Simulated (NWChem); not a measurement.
System: C₃HClF₂; SMILES FC=C=C(F)Cl

Input file for NWChem:

```
start job
memory heap 200 mb stack 900 mb global 1100 mb
geometry units angstroms noautosym nocenter noautoz
  F      0.309011    -2.880339    -0.443226
  C      0.075610    -1.951520     0.499879
  C     -0.168922    -0.684480     0.233850
  C     -0.394667     0.596104     0.033324
  F     -1.609326     1.125447    -0.136898
  Cl     0.849815     1.804099    -0.044218
  H      0.111921    -2.379451     1.518971
end
basis spherical
  F library def2-svp
  C library def2-svp
  Cl library def2-svp
  H library def2-svp
end
dft
  xc m06-2x
  iterations 150
end
cosmo
  dielec 20.7
end
task dft energy
```

The geometry was optimised at PBE-D3(BJ)/def2-SVP.

Level: M06-2X/def2-SVP with COSMO at NWChem's default radii, gas-phase geometry; the question gives the dielectric constant.

What results follow from this input? (M06-2X/def2-SVP, COSMO on the gas-phase geometry.) Quantities: electrostatic solvation energy (kcal/mol); dipole in solution (D).


- electrostatic solvation energy (kcal/mol) = -2.3
- dipole in solution (D) = 1.92
